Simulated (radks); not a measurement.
Coulomb parameter of the 4f shell of the terbium ion Tb+ in the model configuration [Xe] 4f7.5 6s1 6p1.5, as a second difference U = [E(n + 0.5) + E(n - 0.5) - 2 E(n)] / (0.5)^2 with all orbitals relaxed. "Bare": the charge of the atom changes with n. "Screened": the 6p shell takes up the change at fixed total charge, which measures U(4f,4f) + U(6p,6p) - 2 U(4f,6p). Method: scalar-relativistic Kohn-Sham, PBE, spin-unpolarised, spherical densities, finite nucleus; Fermi nuclear charge, rms radius 5.06 fm; computed with a radial shooting solver on a logarithmic mesh with Libxc functionals.

\begin{tabular}{lrr}
case & configuration & E - E(n) (eV) \\ \hline
start & [Xe] 4f7.5 6s1 6p1.5 & 0.000 \\
bare +0.5 & [Xe] 4f8 6s1 6p1.5 & -10.083 \\
bare -0.5 & [Xe] 4f7 6s1 6p1.5 & 14.391 \\
screened +0.5 & [Xe] 4f8 6s1 6p1 & -7.141 \\
screened -0.5 & [Xe] 4f7 6s1 6p2 & 9.538 \\
\end{tabular}

U(bare) = 17.233 eV, U(screened by 6p) = 9.588 eV, against the Slater integral F0(4f,4f) = 31.301 eV with frozen orbitals.
